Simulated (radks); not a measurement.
The numbers below are computed, except where a source is named.
Task: Radial electron density D(r) = 4 pi r^2 rho(r) of an atom or ion with 17 electrons. Code: a radial shooting solver on a logarithmic mesh with Libxc functionals. Model: Dirac Kohn-Sham, exchange-only PBE, spin-unpolarised, spherical densities, finite nucleus; Fermi nuclear charge, rms radius of each element as measured or else 0.836 A^(1/3) + 0.57 fm.

```
   r/bohr * D(r) (the largest magnitude, 82.9, reaches the edge; | marks zero)
 0.002272 |    *
  0.00282 |      *
 0.003528 |         *
 0.004378 |             *
 0.005434 |                  *
 0.006744 |                       *
 0.008437 |                             *
  0.01047 |                                    *
    0.013 |                                         *
  0.01626 |                                             *
  0.02018 |                                             *
  0.02504 |                                           *
  0.03108 |                                        *
  0.03889 |                                       *
  0.04826 |                                          *
   0.0599 |                                                 *
  0.07434 |                                                      *
    0.093 |                                                   *
   0.1154 |                                       *
   0.1433 |                         *
   0.1778 |                   *
   0.2224 |                    *
   0.2761 |                    *
   0.3426 |             *
   0.4286 |    *
    0.532 |*
   0.6603 *
   0.8195 *
```

What is the nuclear charge?

Result: Z = 53. The innermost maximum, from 1s, lies near gamma/Z bohr with gamma = sqrt(1 - (Z/c)^2) = 0.922, here 0.0174 bohr (found: 0.0191), and its height grows with Z. The density is that of the iodine ion I36+ in [Ne] 3s2 3p5; the configuration itself is not fixed sharply by these data, and Z only to a few units. D(r) has 3 maxima, at r = 0.0191, 0.0786, 0.249 bohr, and minima at 0.0377, 0.184 bohr, inside which lie 2.05, 10.46 electrons.
